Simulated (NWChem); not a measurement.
**How basis sets differ on GeNH3 (SMILES [NH2][GeH])**

The species is GeNH3 (5 atoms), meant as a singlet with charge 0. SMILES: `[NH2][GeH]`. Geometry: relaxed at PBE0-D4/def2-TZVP. This is one conformer, not always the lowest.

```xyz
5

N    -0.0841   -0.6022    0.0974
Ge    0.9888    0.8534    0.2598
H     0.1806   -1.5020    0.4653
H    -0.9850   -0.6201   -0.3525
H    -0.0503    1.7972   -0.5113
```

Each level gives the dipole moment (D). The values are calculated.

```json
{"level": "wB97X/STO-3G", "kind": "range-separated hybrid", "program": "NWChem", "value (D)": "1.87", "CPU time": "4 s"}
{"level": "wB97X/3-21G", "kind": "range-separated hybrid", "program": "NWChem", "value (D)": "2.23", "CPU time": "3.6 s"}
{"level": "wB97X/6-31G", "kind": "range-separated hybrid", "program": "NWChem", "value (D)": "1.86", "CPU time": "5.3 s"}
{"level": "wB97X/6-31G* (spherical functions)", "kind": "range-separated hybrid", "program": "NWChem", "value (D)": "1.85", "CPU time": "6.9 s"}
{"level": "wB97X/6-31G** (spherical functions)", "kind": "range-separated hybrid", "program": "NWChem", "value (D)": "1.83", "CPU time": "8.5 s"}
{"level": "wB97X/6-311G**", "kind": "range-separated hybrid", "program": "NWChem", "value (D)": "1.68", "CPU time": "16 s"}
```

All-electron rows without a relativistic Hamiltonian named are non-relativistic. The values span 1.68 to 2.23 D. Magnitudes only. Sets without polarisation functions give poor dipoles. Without the sets that lack polarisation functions the rows with a basis span only 1.68 to 1.85 D. Times are those of the runs behind each value, whatever else they computed, on shared processors of several kinds: orders of magnitude only.
